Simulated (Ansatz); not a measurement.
BF$_{2}$HSe, SMILES `FB(F)[SeH]`, charge 0, multiplicity 1.

Give a relaxed structure at PBE0-D4/def2-TZVP (Ansatz). (Estimate.)

Ansatz gave: 
Z-matrix (Å, degrees):
```
B
F 1 1.317
Se 1 1.941 2 119.0
F 1 1.317 2 118.4 3 180.0
H 3 1.467 1 93.2 2 180.0
```
Point group Cs.
